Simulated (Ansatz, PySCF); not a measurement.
Zr(OMe)(H)3 (CH6OZr), SMILES C[O][ZrH3], multiplicity 1. Atoms are numbered in the order given.

```xyz
9

Zr    -0.7102     0.1285     0.4849
O      0.5991    -0.2520    -0.8200
C      1.5708    -0.5348    -1.7876
H      1.0987    -0.6703    -2.7749
H      2.2962     0.2930    -1.8540
H      2.1129    -1.4588    -1.5259
H      0.1852     0.3415     2.1106
H     -1.8822    -1.3257     0.5227
H     -1.5695     1.6999    -0.0461
```

The structure is a stationary point at B3LYP-D3(BJ)/def2-SVP. The multiplicity is an assumed one; no other spin state was optimised. The structure was generated by enumeration; whether it is a known compound was not checked. The def2 effective core potentials stand for the cores of Zr; spin–orbit coupling is left out.

Two levels are set side by side: PBE-D3(BJ)/def2-SVP (Ansatz, a program for electronic structure) and B3LYP-D3(BJ)/def2-SVP (Ansatz). Each level has its own optimised geometry; the coordinates shown are those of the second. Frequencies come from the Hessian of PySCF at each geometry. Differences are taken from unrounded values.

| quantity | B3LYP-D3(BJ) |
|---|---|
| mean bond length (Å) | 1.525 |
| bond Zr1–O2 (Å) | 1.887 |
| bond O2–C3 (Å) | 1.400 |
| bond Zr1–H7 (Å) | 1.868 |
| bond Zr1–H8 (Å) | 1.868 |
| bond Zr1–H9 (Å) | 1.868 |
| bond C3–H4 (Å) | 1.103 |
| bond C3–H5 (Å) | 1.103 |
| bond C3–H6 (Å) | 1.103 |
| highest harmonic wavenumber (cm⁻¹) | 3101 |
| mean harmonic wavenumber (cm⁻¹) | 1221 |
| zero-point energy (kcal/mol) | 36.64 |

Task: What does PBE-D3(BJ) give, and how far is it from B3LYP-D3(BJ)? (Estimate from the structure and the level; the computed values follow.)

Result: 
| quantity | PBE-D3(BJ) | PBE-D3(BJ) minus B3LYP-D3(BJ) |
|---|---|---|
| mean bond length (Å) | 1.530 | 0.005 |
| bond Zr1–O2 (Å) | 1.885 | -0.002 |
| bond O2–C3 (Å) | 1.402 | 0.002 |
| bond Zr1–H7 (Å) | 1.873 | 0.005 |
| bond Zr1–H8 (Å) | 1.873 | 0.005 |
| bond Zr1–H9 (Å) | 1.873 | 0.005 |
| bond C3–H4 (Å) | 1.111 | 0.008 |
| bond C3–H5 (Å) | 1.111 | 0.008 |
| bond C3–H6 (Å) | 1.111 | 0.008 |
| highest harmonic wavenumber (cm⁻¹) | 3040 | -61 |
| mean harmonic wavenumber (cm⁻¹) | 1191 | -29 |
| zero-point energy (kcal/mol) | 35.76 | -0.88 |

GGA bonds tend to be longer and softer than those of functionals with exact exchange. Differences between two approximate levels are no errors against the true value.
